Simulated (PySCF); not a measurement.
**Computed properties of C3H5ClOSi, SMILES C#CC[Si@@H](O)Cl**

C₃H₅ClOSi, SMILES C#CC[Si@@H](O)Cl. Coordinates come from a PBE0-D3(BJ)/def2-SVP optimisation. The structure was generated by enumeration; whether it is a known compound was not checked. One conformer was computed; it need not be the lowest. All values are computed for the isolated molecule unless a solvent is named; none is compared with measurement here.

**Structure.** All 27 harmonic modes at PBE0-D3(BJ)/def2-SVP (PySCF) are real, so it is a minimum. With heavy atoms numbered as in [CH:1]#[C:2][CH2:3][Si@@H:4]([OH:5])[Cl:6], the shortest bond between them is C1–C2 at 1.211 Å and the longest Si4–Cl6 at 2.069 Å.

**Vibrations.** The strongest infrared lines (harmonic, unscaled, degenerate partners summed) lie at 863 cm⁻¹ (217 km/mol, H 86 %), 856 cm⁻¹ (147 km/mol, H 72 %, C 17 %, Si 9 %), 3934 cm⁻¹ (131 km/mol, H 94 %). The softest mode is at 53 cm⁻¹ and the zero-point energy is 45.0 kcal/mol.

**Electronic structure.** PBE0/def2-TZVP (PySCF) places the frontier levels at -7.56 and 0.33 eV, a gap of 7.89 eV, and gives a dipole moment of 1.69 D and a mean polarisability of 70.9 bohr³. PBE/def2-TZVP (PySCF) at the same geometry gives -6.35 and -0.59 eV, so its gap is 2.13 eV narrower. An orbital gap is neither the optical nor the fundamental gap.

**Excitations.** TDA-ωB97X/def2-SVPD (PySCF) has S1 at 6.50 eV (191 nm, f = 0.000, dark); the most intense of the 10 singlets computed lies at 8.90 eV (f = 0.10). T1 (TDA) is at 5.41 eV, 1.09 eV under S1. TDA-PBE/def2-SVPD (PySCF) puts S1 at 5.68 eV. No vertical singlet excitation falls in the visible range (under 3.1 eV).

**NMR.** GIAO shifts at KT2/pcSseg-1 (PySCF) (non-relativistic, atoms alike by connectivity averaged): ¹³C from 16.7 to 71.5 ppm against TMS; ¹H from 1.9 to 5.6 ppm against TMS; ²⁹Si at 4.5 ppm against TMS. Without spin–orbit terms, shifts of atoms bonded to Cl or Br come out too high.
